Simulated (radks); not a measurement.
Si V, configuration [Ne]. Calculated with a radial shooting solver on a logarithmic mesh with Libxc functionals: scalar-relativistic Kohn-Sham, exchange-only PBE, spin-polarised, spherical densities, point nucleus.

Normalised radial functions P(r) = r R(r), r in bohr:

```
   r/bohr * 2p, o 3s (the largest magnitude, 1.3, reaches the edge; | marks zero, & curves that meet)
    0.013                             * o
  0.01639                             *  o
  0.02067                             |* o
  0.02607                             |*  o
  0.03287                             | * o
  0.04179                             | *  o
   0.0527                             |   *o
  0.06646                             |    &
  0.08382                             |   o  *
   0.1057                             |  o      *
   0.1344                             |o            *
   0.1695                           o |                *
   0.2137                         o   |                    *
   0.2695                      o      |                        *
   0.3426                    o        |                          *
   0.4321                    o        |                          *
   0.5449                       o     |                        *
   0.6872                            o|                   *
   0.8667                             |     o        *
    1.102                             |        *   o
    1.389                             |   *            o
    1.752                             | *              o
     2.21                             |*           o
    2.787                             *       o
    3.543                             *  o
    4.468                             *o
    5.634                             &
```

2p: eigenvalue -147.17 eV, 0 radial nodes, <r> = 0.532 bohr, 90 % of the charge inside 0.892 bohr. 3s (empty): eigenvalue -50.165 eV, 2 radial nodes at r = 0.149, 0.704 bohr, <r> = 1.73 bohr, 90 % of the charge inside 2.55 bohr.
